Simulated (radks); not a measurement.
Results of a calculation; reference values are marked as such.
Level of theory: scalar-relativistic Kohn-Sham, PBE, spin-polarised, spherical densities, finite nucleus; Fermi nuclear charge, rms radius of each element as measured or else 0.836 A^(1/3) + 0.57 fm (a radial shooting solver on a logarithmic mesh with Libxc functionals). Response by self-consistent Sternheimer equations with the Hartree and adiabatic LDA kernel, the relativistic mass of each level held fixed and spin-orbit coupling left out. Rank Sc3+, K+, Mn7+, V5+, Cr6+, Ar, Ca2+, Fe8+, Ti4+ (NIST ground configurations) by static dipole polarisability, largest first.

Answer. Ar 12.01, K+ 5.721, Ca2+ 3.331, Sc3+ 2.154, Ti4+ 1.489, V5+ 1.079, Cr6+ 0.8094, Mn7+ 0.6242, Fe8+ 0.4921 bohr^3.
